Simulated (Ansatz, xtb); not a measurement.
C3H7BrSi2: 10 structures ranked

10 gas-phase structures of C3H7BrSi2, from a drawn sample of its isomers (lower ones may exist). Each was relaxed with GFN2-xTB; where two conformers were screened, the lower at r2SCAN-D4/def2-SVP is listed:

A. `C=C1[SiH2]C[Si@@H]1Br`, a singlet
B. `C#CC[Si@H]([SiH3])Br`, a singlet
C. `C#C[C@@H]([SiH3])[SiH2]Br`, a singlet
D. `C[Si@H](Br)C#C[SiH3]`, a singlet
E. `BrC1=CC[SiH2][SiH2]1`, a singlet
F. `C#CC[SiH2][SiH2]Br`, a singlet
G. `C#C[Si@H](Br)[SiH2]C`, a singlet
H. `Br[SiH2][Si@@H]1C=CC1`, a singlet
I. `Br[Si@@H]1C=C[SiH2]C1`, a singlet
J. `[SiH3]C#CC[SiH2]Br`, a singlet

**Question.** Which do you expect lowest at r2SCAN-D4/def2-SVP, and how would the others follow?

**Answer.** Calculated order at r2SCAN-D4/def2-SVP: I (0.0), A (18.4), D (29.1), H (34.3), G (39.6), J (41.9), E (43.4), B (50.0), C (50.2), F (52.0) kcal/mol. Less than 1 kcal/mol parts B and C, so the order within that pair means little.

Energies above the lowest of each column, in kcal/mol; the last columns are at B3LYP/def2-SVP geometries and were run for some of them only (a dash: not run or not comparable):

```
structure  GFN2-xTB  HF/STO-3G  r2SCAN-D4/def2-SVP  B3LYP/def2-SVP  CCSD(T)/def2-SVP + ΔMP2/def2-TZVPP
        I       0.0        0.0                 0.0             0.0                                 0.0
        A      14.5       26.5                18.4            16.1                                16.8
        D      13.8       29.6                29.1            22.8                                23.4
        H      15.5       38.5                34.3               –                                   –
        G      27.4       40.6                39.6               –                                   –
        J       7.5       44.7                41.9               –                                   –
        E      27.3       37.6                43.4               –                                   –
        B      22.4       54.6                50.0               –                                   –
        C      14.0       58.5                50.2               –                                   –
        F      21.1       55.6                52.0               –                                   –
```

Every level run on I puts it lowest or level with the lowest. Some further structures that were screened fall inside this span and aren't listed. Flexible structures stand in one conformer each, not always the lowest. D keeps a small imaginary mode. Frequencies (GFN2-xTB) were run for A, D, I alone. ΔMP2 is the change of the MP2 energy from the smaller to the larger basis.

Over these structures GFN2-xTB departs from r2SCAN-D4/def2-SVP by 10.2 kcal/mol on average once a common shift is removed. A GFN2-xTB relaxation took about 0.12 s and the r2SCAN-D4/def2-SVP energy about 2.3 s on a shared host (Ansatz 0.2.0, xtb 6.7.1).
